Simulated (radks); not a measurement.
The numbers below are computed, except where a source is named.
The osmium ion Os35+, configuration [Kr] 4d5.

Level of theory: scalar-relativistic Kohn-Sham, RPBE, spin-polarised, spherical densities, finite nucleus; open shells are filled with parallel spins first (spin-orbit coupling, left out, can overturn this in heavy ions); Fermi nuclear charge, rms radius 5.4126 fm (a radial shooting solver on a logarithmic mesh with Libxc functionals).

Energy parts (Ry):
| part | energy |
|---|---|
| total | -33115.8305 |
| kinetic | 36844.0476 |
| electron-nucleus | -77473.5293 |
| Hartree | 8076.7039 |
| exchange-correlation | -563.0527 |

Orbitals (lengths in bohr, moments of r in powers of bohr):
| orbital | occ. | eigenvalue (Ry) | <r> |
|---|---|---|---|
| 1s up | 1 | -5533.512 | 0.01774 |
| 1s down | 1 | -5533.507 | 0.01774 |
| 2s up | 1 | -1051.729 | 0.07490 |
| 2s down | 1 | -1051.322 | 0.07489 |
| 2p up | 3 | -929.6559 | 0.06728 |
| 2p down | 3 | -929.3255 | 0.06727 |
| 3s up | 1 | -324.3579 | 0.1925 |
| 3s down | 1 | -324.1692 | 0.1924 |
| 3p up | 3 | -288.4410 | 0.1927 |
| 3p down | 3 | -288.2271 | 0.1926 |
| 3d up | 5 | -248.9358 | 0.1741 |
| 3d down | 5 | -248.6009 | 0.1741 |
| 4s up | 1 | -140.0768 | 0.3973 |
| 4s down | 1 | -139.0478 | 0.3976 |
| 4p up | 3 | -127.0343 | 0.4111 |
| 4p down | 3 | -126.0226 | 0.4117 |
| 4d up | 5 | -111.6628 | 0.4124 |
| 4d down | 0 | -110.6539 | 0.4131 |
| 5s up | 0 | -77.06664 | 0.6988 |
| 5s down | 0 | -76.64866 | 0.7008 |
| 5p up | 0 | -71.35780 | 0.7278 |
| 5p down | 0 | -70.96370 | 0.7297 |

The highest occupied level is 4d up at -1519.2 eV. The electron density at the nucleus is 1.791e+06 e/bohr^3 (large components only). The density falls to 0.001 e/bohr^3 at r = 1.10 bohr. Summed over all electrons, <r^2> = 3.218 bohr^2, which gives a Langevin (diamagnetic) susceptibility term of -2.55 x 10^-6 cm^3/mol.

Run on one thread of a shared host, so times are rough (Arm Neoverse V2): 0.17 s of CPU time, 0.17 s wall, 14 iterations on 2189 mesh points.
